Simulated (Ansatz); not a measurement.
Cost and result for the atomization energy of C2H3AlF2O (`C[C]1(F)[O][Al]1[F]`) (9 atoms, 9 bonds).

```xyz
9

C     0.616   -1.112   -0.123
C    -0.239    0.083   -0.374
F    -0.819   -0.046   -1.611
O    -1.257    0.312    0.622
Al   -0.369    1.763    0.507
F    -0.393    3.256    1.171
H     1.390   -1.193   -0.887
H    -0.016   -2.007   -0.162
H     1.087   -1.056    0.858
```

The species carries charge 0 and has multiplicity 1. Geometry: relaxed with PBE0-D4/def2-TZVP. Program: Ansatz. All runs use 4 threads of an Arm Neoverse V1 on a shared host. Times are those of one run each, without the atoms' runs, and a repeat can differ threefold. Electronic energies, without spin–orbit coupling; frozen cores. CCSD(T)/CBS adds CCSD(T) − MP2 in def2-TZVPP to the MP2 limit, and its time is that of the two runs behind it. T1 = 0.015. B3LYP takes the VWN-RPA correlation (the form of Gaussian; ORCA's B3LYP/G).

CCSD(T)/CBS is a level of theory with its own doubt, some kJ/mol a heavy atom from the limit and from the frozen cores, so smaller differences don't rank the functionals.

```json
{"level": "PBE-D4/def2-TZVPP (with forces)", "functions": "239", "wall time": "2.4 s"}
{"level": "PBE0-D4/def2-TZVPP", "functions": "239", "wall time": "2.7 s"}
{"level": "B3LYP-D4/def2-TZVPP (with forces)", "functions": "239", "wall time": "4 s"}
{"level": "r2SCAN-D4/def2-TZVPP (with forces)", "functions": "239", "wall time": "4.6 s"}
{"level": "B2PLYP/def2-TZVPP", "functions": "239", "wall time": "5 s"}
{"level": "ωB97X-V/def2-TZVPP", "functions": "239", "wall time": "7 s"}
{"level": "ωB97M-V/def2-TZVPP (with forces)", "functions": "239", "wall time": "9.5 s"}
{"level": "MP2/def2-QZVPP", "functions": "445", "wall time": "19 s"}
{"level": "CCSD(T)/def2-TZVPP", "functions": "239", "wall time": "2.7 min"}
{"level": "CCSD(T)/CBS(def2)", "functions": "–", "wall time": "3 min"}
```

Task: What atomization energy does each give, and how far from CCSD(T)/CBS? (An estimate is asked.)

Result: Computed: 
```tsv
level	atomization (kcal/mol)	difference from CCSD(T)/CBS	per bond
PBE-D4/def2-TZVPP (with forces)	889.5	27.1	3.0
PBE0-D4/def2-TZVPP	860.1	-2.3	-0.3
B3LYP-D4/def2-TZVPP (with forces)	854.8	-7.6	-0.8
r2SCAN-D4/def2-TZVPP (with forces)	867.8	5.4	0.6
B2PLYP/def2-TZVPP	851.3	-11.1	-1.2
ωB97X-V/def2-TZVPP	861.6	-0.8	-0.1
ωB97M-V/def2-TZVPP (with forces)	862.6	0.2	0.0
MP2/def2-QZVPP	886.1	23.7	2.6
CCSD(T)/def2-TZVPP	836.3	-26.1	-2.9
CCSD(T)/CBS(def2)	862.4	0.0	0.0
```

From PBE to PBE0 (25 % exact exchange), in def2-TZVPP and without D4, the atomization energy moves by −28.8 kcal/mol: exact exchange takes away binding that semilocal exchange gives to molecules. In def2-TZVPP, CCSD(T) changes the Hartree–Fock value by +239.4 kcal/mol (the triples alone add +17.9 kcal/mol) and MP2 by +273.5 kcal/mol; breaking electron pairs costs correlation energy, which Hartree–Fock lacks. The D4 term adds +6.4 kcal/mol with B3LYP and +3.3 kcal/mol with PBE0; it sums over pairs of atoms, weighted by their polarisabilities, and B3LYP, whose exchange is more repulsive, gets the larger term.
